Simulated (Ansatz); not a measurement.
Ansatz (a first-principles code) input (B3LYP-D3(BJ)/def2-TZVP):

Ansatz 0.2 input:
```yaml
crystal:
  periodic: [false, false, false]
  atoms:
    - {symbol: C, position_ang: [0.00154451, 0.01403660, 0.73374003]}
    - {symbol: Cl, position_ang: [-1.47610556, -0.90211484, -0.06598950]}
    - {symbol: Cl, position_ang: [-0.04223645, 1.72656833, -0.11929504]}
    - {symbol: Cl, position_ang: [1.51779688, -0.82940758, -0.07368253]}
basis:
  gaussian:
    orbitals: def2-TZVP
hamiltonian:
  xc: b3lyp
  dispersion: d3bj
total_charge: -1
phonons: {temperatures: {t_min: 298.15, t_max: 298.15, t_step: 100}}
```

Output:

```
Functional definition: B3LYP
integrals: 0.07 GiB planned
969 factors; their error is unknown
mean field: 0.58 GiB planned
mean field evaluation 1: about -38606.9328 eV, gradient 1.7e1 eV
mean field evaluation 2: about -38606.6103 eV, gradient 2.0e1 eV
mean field evaluation 4: about -38607.5793 eV, gradient 1.7e0 eV
mean field evaluation 8: about -38607.5856 eV, gradient 6.0e-2 eV
mean field evaluation 16: about -38607.6751 eV, gradient 2.6e-5 eV
mean field -38607.67506342 eV, -1418.8058893586 hartree, gradient 2.6e-5 eV, S^2 0.000000; 0 other end points of the search recorded, 0 dependent functions left out
the calculation of the forces begins
reference -38607.67529165 eV, -1418.8058977459 hartree; 29, 29 occupied and 113, 113 virtual orbitals, 969 factors
these checks for a lower state are left out or cut short: stability, starts, cluster_reference, orbital_swaps, neighbouring_geometries, increment
integrals: 0.07 GiB planned
969 factors; their error is unknown
mean field: 0.58 GiB planned
mean field -38607.67503778 eV, -1418.8058884163 hartree, gradient 1.3e-6 eV, S^2 0.000000; 0 other end points of the search recorded, 0 dependent functions left out
the calculation of the forces begins
reference -38607.67526602 eV, -1418.8058968041 hartree; 29, 29 occupied and 113, 113 virtual orbitals, 969 factors
these checks for a lower state are left out or cut short: stability, starts, cluster_reference, orbital_swaps, neighbouring_geometries, increment
integrals: 0.07 GiB planned
969 factors; their error is unknown
mean field: 0.58 GiB planned
mean field evaluation 32: about -38607.6750 eV, gradient 1.6e-6 eV
mean field -38607.67503779 eV, -1418.8058884167 hartree, gradient 1.6e-6 eV, S^2 0.000000; 0 other end points of the search recorded, 0 dependent functions left out
the calculation of the forces begins
reference -38607.67526601 eV, -1418.8058968035 hartree; 29, 29 occupied and 113, 113 virtual orbitals, 969 factors
these checks for a lower state are left out or cut short: stability, starts, cluster_reference, orbital_swaps, neighbouring_geometries, increment
integrals: 0.07 GiB planned
969 factors; their error is unknown
mean field: 0.58 GiB planned
mean field -38607.67503125 eV, -1418.8058881766 hartree, gradient 1.6e-6 eV, S^2 0.000000; 0 other end points of the search recorded, 0 dependent functions left out
the calculation of the forces begins
reference -38607.67525953 eV, -1418.8058965657 hartree; 29, 29 occupied and 113, 113 virtual orbitals, 969 factors
these checks for a lower state are left out or cut short: stability, starts, cluster_reference, orbital_swaps, neighbouring_geometries, increment
integrals: 0.07 GiB planned
969 factors; their error is unknown
mean field: 0.58 GiB planned
mean field -38607.67503220 eV, -1418.8058882114 hartree, gradient 1.5e-6 eV, S^2 0.000000; 0 other end points of the search recorded, 0 dependent functions left out
the calculation of the forces begins
reference -38607.67526038 eV, -1418.8058965969 hartree; 29, 29 occupied and 113, 113 virtual orbitals, 969 factors
these checks for a lower state are left out or cut short: stability, starts, cluster_reference, orbital_swaps, neighbouring_geometries, increment
integrals: 0.07 GiB planned
969 factors; their error is unknown
mean field: 0.58 GiB planned
mean field -38607.67497357 eV, -1418.8058860566 hartree, gradient 1.1e-6 eV, S^2 0.000000; 0 other end points of the search recorded, 0 dependent functions left out
the calculation of the forces begins
reference -38607.67520174 eV, -1418.8058944417 hartree; 29, 29 occupied and 113, 113 virtual orbitals, 969 factors
these checks for a lower state are left out or cut short: stability, starts, cluster_reference, orbital_swaps, neighbouring_geometries, increment
integrals: 0.07 GiB planned
969 factors; their error is unknown
mean field: 0.58 GiB planned
mean field -38607.67511856 eV, -1418.8058913848 hartree, gradient 9.8e-7 eV, S^2 0.000000; 0 other end points of the search recorded, 0 dependent functions left out
the calculation of the forces begins
reference -38607.67534685 eV, -1418.8058997743 hartree; 29, 29 occupied and 113, 113 virtual orbitals, 969 factors
these checks for a lower state are left out or cut short: stability, starts, cluster_reference, orbital_swaps, neighbouring_geometries, increment
integrals: 0.07 GiB planned
969 factors; their error is unknown
mean field: 0.58 GiB planned
mean field -38607.67500801 eV, -1418.8058873223 hartree, gradient 2.4e-6 eV, S^2 0.000000; 0 other end points of the search recorded, 0 dependent functions left out
the calculation of the forces begins
reference -38607.67523623 eV, -1418.8058957092 hartree; 29, 29 occupied and 113, 113 virtual orbitals, 969 factors
these checks for a lower state are left out or cut short: stability, starts, cluster_reference, orbital_swaps, neighbouring_geometries, increment
integrals: 0.07 GiB planned
969 factors; their error is unknown
mean field: 0.58 GiB planned
mean field evaluation 64: about -38607.6751 eV, gradient 6.8e-2 eV
mean field -38607.67509618 eV, -1418.8058905627 hartree, gradient 2.8e-6 eV, S^2 0.000000; 0 other end points of the search recorded, 0 dependent functions left out
the calculation of the forces begins
reference -38607.67532443 eV, -1418.8058989506 hartree; 29, 29 occupied and 113, 113 virtual orbitals, 969 factors
these checks for a lower state are left out or cut short: stability, starts, cluster_reference, orbital_swaps, neighbouring_geometries, increment
integrals: 0.07 GiB planned
969 factors; their error is unknown
mean field: 0.58 GiB planned
mean field -38607.67505805 eV, -1418.8058891612 hartree, gradient 2.9e-6 eV, S^2 0.000000; 0 other end points of the search recorded, 0 dependent functions left out
the calculation of the forces begins
reference -38607.67528626 eV, -1418.8058975477 hartree; 29, 29 occupied and 113, 113 virtual orbitals, 969 factors
these checks for a lower state are left out or cut short: stability, starts, cluster_reference, orbital_swaps, neighbouring_geometries, increment
integrals: 0.07 GiB planned
969 factors; their error is unknown
mean field: 0.58 GiB planned
mean field -38607.67505558 eV, -1418.8058890705 hartree, gradient 2.5e-6 eV, S^2 0.000000; 0 other end points of the search recorded, 0 dependent functions left out
the calculation of the forces begins
reference -38607.67528384 eV, -1418.8058974588 hartree; 29, 29 occupied and 113, 113 virtual orbitals, 969 factors
these checks for a lower state are left out or cut short: stability, starts, cluster_reference, orbital_swaps, neighbouring_geometries, increment
integrals: 0.07 GiB planned
969 factors; their error is unknown
mean field: 0.58 GiB planned
mean field -38607.67512741 eV, -1418.8058917100 hartree, gradient 1.2e-6 eV, S^2 0.000000; 0 other end points of the search recorded, 0 dependent functions left out
the calculation of the forces begins
reference -38607.67535571 eV, -1418.8059001002 hartree; 29, 29 occupied and 113, 113 virtual orbitals, 969 factors
these checks for a lower state are left out or cut short: stability, starts, cluster_reference, orbital_swaps, neighbouring_geometries, increment
integrals: 0.07 GiB planned
969 factors; their error is unknown
mean field: 0.58 GiB planned
mean field -38607.67495737 eV, -1418.8058854612 hartree, gradient 1.3e-6 eV, S^2 0.000000; 0 other end points of the search recorded, 0 dependent functions left out
the calculation of the forces begins
reference -38607.67518552 eV, -1418.8058938457 hartree; 29, 29 occupied and 113, 113 virtual orbitals, 969 factors
these checks for a lower state are left out or cut short: stability, starts, cluster_reference, orbital_swaps, neighbouring_geometries, increment
integrals: 0.07 GiB planned
969 factors; their error is unknown
mean field: 0.58 GiB planned
mean field evaluation 96: about -38607.6750 eV, gradient 5.9e-2 eV
mean field -38607.67505692 eV, -1418.8058891199 hartree, gradient 2.6e-6 eV, S^2 0.000000; 0 other end points of the search recorded, 0 dependent functions left out
the calculation of the forces begins
reference -38607.67528514 eV, -1418.8058975068 hartree; 29, 29 occupied and 113, 113 virtual orbitals, 969 factors
these checks for a lower state are left out or cut short: stability, starts, cluster_reference, orbital_swaps, neighbouring_geometries, increment
integrals: 0.07 GiB planned
969 factors; their error is unknown
mean field: 0.58 GiB planned
mean field -38607.67505568 eV, -1418.8058890741 hartree, gradient 2.5e-6 eV, S^2 0.000000; 0 other end points of the search recorded, 0 dependent functions left out
the calculation of the forces begins
reference -38607.67528392 eV, -1418.8058974619 hartree; 29, 29 occupied and 113, 113 virtual orbitals, 969 factors
Total energy: -38607.91664531 eV, -1418.8147673295 hartree
Atom 0 at     0.001545     0.014037     0.733740 Å, force     0.000011    -0.000025    -0.000926 eV/Å
Atom 1 at    -1.476106    -0.902115    -0.065990 Å, force     0.000548     0.000389     0.000298 eV/Å
Atom 2 at    -0.042236     1.726568    -0.119295 Å, force    -0.000025    -0.000662     0.000319 eV/Å
Atom 3 at     1.517797    -0.829408    -0.073683 Å, force    -0.000535     0.000298     0.000309 eV/Å
Dipole moment:    -0.000388    -0.003513    -0.183671 e Å
Vibrations: 205.43 205.46 277.55 466.02 466.11 557.79 cm⁻¹, zero-point energy 0.135041 eV
```
